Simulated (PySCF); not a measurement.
Output of ΔSCF core-hole calculations on `[BH3-]c1cccs1`.

Method: delta-SCF UKS SCAN, pcX-2 on the ionised atom, pcseg-1 elsewhere, spin-free X2C in PySCF. Atoms in this output count from 0. The cycles run on a coarse integration grid; for E(ground) and E(ion) the exchange–correlation energy is redone on a finer one, so they differ from the last cycle, and only they enter the binding energy.

Coordinates (Å, GFN2-xTB):
```
B     -2.092587     0.191127     0.097451
C     -0.480453     0.140353     0.107517
C      0.369016    -0.787637    -0.421214
C      1.749852    -0.510708    -0.281968
C      1.979610     0.655193     0.371224
S      0.483807     1.414141     0.814140
H     -2.507394     0.808210     1.058130
H     -2.437485     0.748771    -0.932383
H     -2.515223    -0.951357     0.102828
H      0.001404    -1.675585    -0.912625
H      2.536428    -1.154676    -0.652446
H      2.914223     1.121481     0.623318
```

```
ground state, core basis on atom 2 (C), 149 functions
  cycle   1  E = -580.03014256  |g| = 6.00e-02
  cycle   2  E = -580.02974102  |g| = 4.50e-02
  cycle   3  E = -580.02972120  |g| = 4.44e-02
  cycle   4  E = -580.03023557  |g| = 1.25e-02
  cycle   5  E = -580.03028019  |g| = 1.13e-03
  cycle   6  E = -580.03027983  |g| = 4.94e-04
  E(ground) = -580.05318356 Eh
hole in C 1s of atom 2
  cycle   1  E = -568.96199382  |g| = 1.52e+00
  cycle   2  E = -567.67067910  |g| = 2.13e+00
  cycle   3  E = -569.36218538  |g| = 5.66e-01
  cycle   4  E = -569.41270584  |g| = 4.79e-01
  ...
  cycle  11  E = -569.55239954  |g| = 1.03e-03
  cycle  12  E = -569.55240088  |g| = 6.86e-04
  cycle  13  E = -569.55240124  |g| = 2.40e-04
  E(ion) = -569.57491136 Eh   <S^2> = 0.7758   hole on atom = 1.000
```

**Question.** What is the C 1s binding energy of atom 2?

**Answer.** (-569.574911 − (-580.053184)) Eh × 27.2114 eV/Eh = 285.13 eV, for the aromatic CH carbon.

```
ground state, core basis on atom 0 (B), 149 functions
  cycle   1  E = -579.87412340  |g| = 6.41e-01
  cycle   2  E = -579.64448668  |g| = 1.06e+00
  cycle   3  E = -579.98765409  |g| = 3.30e-01
  cycle   4  E = -580.01843458  |g| = 7.14e-02
  cycle   5  E = -580.01917261  |g| = 4.19e-02
  cycle   6  E = -580.01959214  |g| = 1.76e-02
  cycle   7  E = -580.01965322  |g| = 1.15e-02
  cycle   8  E = -580.01969318  |g| = 1.65e-03
  cycle   9  E = -580.01969313  |g| = 1.77e-04
  E(ground) = -580.04338063 Eh
hole in B 1s of atom 0
  cycle   1  E = -572.68828641  |g| = 1.18e+00
  cycle   2  E = -572.14090867  |g| = 1.43e+00
  cycle   3  E = -573.01334824  |g| = 4.17e-01
  cycle   4  E = -573.02509433  |g| = 3.97e-01
  ...
  cycle  10  E = -573.11648945  |g| = 1.13e-03
  cycle  11  E = -573.11649129  |g| = 5.64e-04
  cycle  12  E = -573.11649149  |g| = 2.69e-04
  E(ion) = -573.14168469 Eh   <S^2> = 0.7730   hole on atom = 1.000
```

**Question.** What is the B 1s binding energy of atom 0?

**Answer.** (-573.141685 − (-580.043381)) Eh × 27.2114 eV/Eh = 187.81 eV, for the four-coordinate boron.

```
ground state, core basis on atom 5 (S), 160 functions
  cycle   1  E = -580.17850168  |g| = 4.05e-01
  cycle   2  E = -580.17798713  |g| = 5.96e-02
  cycle   3  E = -580.17571267  |g| = 1.07e-01
  cycle   4  E = -580.17884904  |g| = 1.68e-02
  cycle   5  E = -580.17890135  |g| = 1.01e-02
  cycle   6  E = -580.17892887  |g| = 7.49e-04
  cycle   7  E = -580.17892995  |g| = 4.08e-04
  E(ground) = -580.18711064 Eh
hole in S 1s of atom 5
  cycle   1  E = -488.08622310  |g| = 5.08e+00
  cycle   2  E = -485.89251488  |g| = 2.94e+00
  cycle   3  E = -479.63218725  |g| = 3.09e+00
  cycle   4  E = -489.21172816  |g| = 4.12e-01
  ...
  cycle   9  E = -489.31173501  |g| = 4.58e-03
  cycle  10  E = -489.31174484  |g| = 1.65e-03
  cycle  11  E = -489.31174690  |g| = 4.70e-04
  E(ion) = -489.31189981 Eh   <S^2> = 0.7517   hole on atom = 1.000
```

**Question.** What is the S 1s binding energy of atom 5?

**Answer.** (-489.311900 − (-580.187111)) Eh × 27.2114 eV/Eh = 2472.84 eV, for the thiophene-type sulfur.

```
ground state, core basis on atom 3 (C), 149 functions
  cycle   1  E = -580.03013672  |g| = 6.05e-02
  cycle   2  E = -580.02986958  |g| = 4.04e-02
  cycle   3  E = -580.03000336  |g| = 3.27e-02
  cycle   4  E = -580.03025269  |g| = 1.16e-02
  cycle   5  E = -580.03029087  |g| = 8.55e-04
  cycle   6  E = -580.03029143  |g| = 4.88e-04
  E(ground) = -580.05306879 Eh
hole in C 1s of atom 3
  cycle   1  E = -568.93777747  |g| = 1.52e+00
  cycle   2  E = -563.24046676  |g| = 2.99e+00
  cycle   3  E = -568.85758836  |g| = 9.42e-01
  cycle   4  E = -569.24701054  |g| = 6.94e-01
  ...
  cycle  12  E = -569.52492040  |g| = 1.58e-03
  cycle  13  E = -569.52492754  |g| = 9.17e-04
  cycle  14  E = -569.52493128  |g| = 4.05e-04
  E(ion) = -569.54729004 Eh   <S^2> = 0.7863   hole on atom = 1.000
```

**Question.** What is the C 1s binding energy of atom 3?

**Answer.** (-569.547290 − (-580.053069)) Eh × 27.2114 eV/Eh = 285.88 eV, for the aromatic CH carbon.

The ground state is recomputed for each atom, because the flexible core basis sits on the ionised atom alone; energies of different blocks can't be mixed. The species carries charge -1, so core ionisation leaves a neutral species. The basis sets have no added diffuse functions. Isolated species at its GFN2-xTB geometry, gas phase.

Hardware: one thread, Arm Neoverse N1 (aarch64), shared host with 64 logical CPUs at a one-minute load of 55. Cost: 1.7 min, 0.48 GiB resident at most.
Labels such as C1 count atoms from 1, the log's own numbers from 0.
